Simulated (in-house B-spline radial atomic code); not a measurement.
Results of a calculation; reference values are marked as such.
## Building a PAW s channel for Mn, r_c = 2.61 bohr

Mn, [Ar] 3d5 4s2, non-relativistic PBE, spherical and spin-unpolarised, from an all-electron radial atomic-structure program (B-spline basis) (atomic units; all potentials screened as in the neutral atom).

Two all-electron partial waves φ1, φ2 are integrated outwards at E1 = ε(4s) = -0.184815 and E2 = E1 + 1 hartree; φ1 is the bound orbital and φ2 has unit norm inside r_c = 2.6097 bohr. Smooth partners are polynomials, r^1(a0 + a1 r² + a2 r⁴ + a3 r⁶), matched to φ and three derivatives at r_c, with no condition on the norm. The local potential is -2.977 + (1.0697) r² + (-0.16365) r⁴ + (0.00913949) r⁶ inside 2.1697 bohr and the all-electron one outside.

```json
{"wave": "1", "φ(r_c)": "0.6156652", "φ'(r_c)": "-0.02102321", "a0": "0.2913709", "a1": "0.01331732", "a2": "-0.004727811", "a3": "0.0002315215"}
{"wave": "2", "φ(r_c)": "0.02306523", "φ'(r_c)": "-1.732539", "a0": "1.427901", "a1": "-0.276266", "a2": "0.008115522", "a3": "0.0002722365"}
```

Inside r_c the overlaps are <φi φj> = [[0.37821, 0.53309], [0.53309, 1.00000]] and, for the smooth waves, [[0.45448, 0.84078], [0.84078, 2.18827]]. With χj = (Ej − T − V_local) applied to smooth wave j, the program's quadrature gives the matrix B_ij = <smooth i, χj> as [[0.26137, 1.12292], [0.81524, 3.60933]].

(1) Check the match of the first wave, and find the augmentation charges q_ij.

(2) B isn't symmetric. Show that D_ij = B_ij + Ej q_ij is.

Solving (T + V_local + Σ p D p) ψ = E (1 + Σ p q p) ψ in a sphere of 9 bohr, whose wall lifts the free-atom level a little, gives these levels:

| all-electron | one projector | two projectors |
| --- | --- | --- |
| -0.184185 | -0.184185 | -7.665030 |
| 0.094775 | 0.092542 | -0.184185 |
| 0.445042 | 0.408100 | 0.094774 |
| 0.951341 | 0.656876 | 0.445041 |
| 1.605800 | 1.052750 | 0.951341 |

(3) What does the second projector gain?

Results:

(1) At r_c the four terms are 0.76039, 0.23669, -0.57229, 0.19086, which sum to 0.6157, φ1(r_c) to rounding. q_ij is the all-electron overlap less the smooth one: [[-0.07627, -0.30769], [-0.30769, -1.18827]]. The smooth first wave has a norm of 0.4545 inside r_c against 0.3782, so q11 is negative and must stay small enough for the overlap operator to be positive.

(2) Integrating by parts gives B12 − B21 = (E1 − E2) q12: 1.12292 − (0.81524) = 0.30768, and −1 × (-0.30769) = 0.30769. So D12 = 1.12292 + (0.815185)(-0.30769) = 0.87210 and D21 = 0.81524 + (-0.184815)(-0.30769) = 0.87210; D11 = 0.27546, D22 = 2.64067. The projectors, p = (B⁻¹)ᵀ χ, are dual to the smooth waves; det B = 0.028.

(3) With one projector the errors are 0.00, -2.23, -36.94 millihartree, and the level at 0.6569 is out of step with the all-electron series: an extra state, or one far too low, so the pairing ends there; skipping it, the next levels are off by +101.4 millihartree. With two a ghost lies below the reference level, so the set fails. The lowest eigenvalue of the overlap operator is 0.6184 with one and 0.003675 with two projectors. The smooth orbital alone needs a cutoff of 2.25 hartree for 1 millihartree of kinetic energy, against 5.12 for a norm-conserving Troullier-Martins orbital of the same radius, which is no gain while the set fails.
